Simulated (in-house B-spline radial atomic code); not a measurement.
**Tc5+: [Kr] 4d2**

All numbers are computed (Dirac-Kohn-Sham HSE06, spherical fractional occupations, exact exchange averaged over the configuration; Fermi nucleus of rms radius 4.41117 fm) with a B-spline radial code for spherical atoms, not measured.

Screening seen three ways: the hydrogenic charge with the same mean radius, Z_r = [3n² - l(l+1)]/(2<r>), the one with the same energy, Z_e = n√(-2ε), and Slater's rules. Values are occupation-weighted means over j. An effective charge above Z reflects the relativistic contraction of the inner shells.

```
shell  electrons   ε (eV)  <r> (bohr)    Z_r    Z_e  Slater
   1s          2   -21003     0.03428  43.76  39.29   42.70
   2s          2  -3072.3      0.1492  40.23  30.05   38.85
   2p          6  -2756.4      0.1302  38.40  28.47   38.85
   3s          2  -597.79      0.4141  32.60  19.89   31.75
   3p          6  -493.07      0.4151  30.11  18.06   31.75
   3d         10  -322.87      0.3982  26.37  14.61   21.85
   4s          2  -139.87       1.035  23.18  12.83   15.25
   4p          6  -109.36       1.125  20.44  11.34   15.25
   4d          2  -65.925       1.375  15.28   8.80    6.65
```

The least bound orbital is 4d5/2 at -65.76 eV, and it is also the most diffuse (<r> = 1.378 bohr).

Spin-orbit splittings of the orbital energies (j = l + 1/2 above j = l - 1/2 when positive): 2p 118.4 eV, 3p 20.01 eV, 3d 3.836 eV, 4p 3.238 eV, 4d 0.4193 eV.

For the 1s electron the small component carries 2.46 % of the norm, the zero-frequency Breit interaction raises the level by 41.77 eV, self-energy by 22.94 eV, and vacuum polarisation lowers it by 2.695 eV.
